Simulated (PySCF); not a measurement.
A structure optimised at PBE-D3(BJ)/def2-SVP, used in a PySCF frequency run:

```
Sb
H 1 1.7359
Si 1 2.6025 2 90.22
H 3 1.5052 1 112.52 2 44.80
H 3 1.5054 4 109.00 2 98.93
H 3 1.5056 4 108.76 5 118.10
Si 1 2.6026 2 90.22 3 89.27
H 7 1.5052 1 112.50 2 -44.19
H 7 1.5054 8 109.01 4 -153.60
H 7 1.5056 8 108.77 9 -118.09
```

Task: Write its SMILES and formula.

Result: [SiH3][SbH][SiH3], H7SbSi2

Task: What are its rotational constants (standard atomic weights)?

Result: 3.1601, 2.2062, 1.3625 GHz
